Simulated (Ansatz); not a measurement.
Coupled-cluster diagnostics for TiO2, Ansatz.

Geometry of the singlet (PBE-D4/def2-TZVP):

```xyz
3

Ti    0.599    0.185    0.009
O    -0.151   -0.512   -1.285
O    -0.448    0.327    1.276
```

Correlated methods freeze 7 core orbitals; core or outer-core shells of Ti are correlated, in sets that lack core-valence functions.

Task: Estimate the CCSD(T) correlation energy, the shares of MP2 and (T), T1 and the reference's ⟨S²⟩ for: charge 0, singlet, own geometry in def2-TZVPP; charge 0, singlet, own geometry in def2-TZVPD; charge 1, doublet, vertical in def2-TZVPP; charge -1, doublet, vertical in def2-TZVPD; and the rough time on 4 threads of Arm Neoverse V2 on a shared host.

Result: 
| state | basis | correlation (eV) | MP2 share (%) | (T) share (%) | T1 | ⟨S²⟩ (pure) | wall time | remarks |
| --- | --- | --- | --- | --- | --- | --- | --- | --- |
| charge 0, singlet, own geometry | def2-TZVPP | -26.553 | 99.7 | 7.0 | 0.039 | 0.00 (0.00) | 2.8 s | – |
| charge 0, singlet, own geometry | def2-TZVPD | -25.326 | 100.4 | 7.1 | 0.036 | 0.00 (0.00) | 2.6 s | – |
| charge 1, doublet, vertical | def2-TZVPP | -24.277 | 86.6 | 6.5 | 0.088 | 1.41 (0.75) | 9 s | large T1, spin-contaminated |
| charge -1, doublet, vertical | def2-TZVPD | -25.132 | 99.1 | 6.6 | 0.036 | 0.76 (0.75) | 9 s | – |
Customary marks for T1 are 0.02 (closed shells), 0.045 (open shells) and about 0.05 (3d metals). T1 exceeds 0.02 in 4 of 4 rows and 0.045 in 1; the higher it lies, the less the single-reference result can be trusted.
